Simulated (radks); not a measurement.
The numbers below are computed, except where a source is named.
Problem. Radial electron density D(r) = 4 pi r^2 rho(r) of an atom or ion with 15 electrons. Code: a radial shooting solver on a logarithmic mesh with Libxc functionals. Model: Dirac Kohn-Sham, PBE, spin-unpolarised, spherical densities, point nucleus.

r (bohr),D(r) (e/bohr)
0.005521,6.221
0.006176,7.430
0.006908,8.832
0.007726,10.44
0.008642,12.27
0.009666,14.33
0.01081,16.60
0.01209,19.08
0.01342,21.53
0.01501,24.28
0.01679,27.08
0.01878,29.82
0.021,32.39
0.02349,34.64
0.02628,36.45
0.02939,37.68
0.03287,38.22
0.03677,38.04
0.04113,37.16
0.046,35.73
0.05145,33.98
0.05709,32.36
0.06386,30.98
0.07142,30.35
0.07989,30.74
0.08936,32.27
0.09995,34.78
0.1118,37.83
0.125,40.74
0.1399,42.69
0.1564,42.94
0.175,41.04
0.1957,36.97
0.2189,31.28
0.2429,25.38
0.2717,19.46
0.3039,14.96
0.3399,12.38
0.3802,11.59
0.4252,11.87
0.4756,12.21
0.532,11.80
0.595,10.33
0.6656,8.020
0.7444,5.463
0.8327,3.232
0.9239,1.734
1.033,0.7567
1.156,0.2755
1.293,0.08209
1.446,0.01959
1.617,0.003662
1.809,0.0005220

What is the nuclear charge?

Solution. Z = 31. The innermost maximum, from 1s, lies near gamma/Z bohr with gamma = sqrt(1 - (Z/c)^2) = 0.974, here 0.0314 bohr (found: 0.0337), and its height grows with Z. The density is that of the gallium ion Ga16+ in [Ne] 3s2 3p3; the configuration itself is not fixed sharply by these data, and Z only to about a unit. D(r) has 3 maxima, at r = 0.0337, 0.150, 0.479 bohr, and minima at 0.0726, 0.383 bohr, inside which lie 2.11, 10.52 electrons.
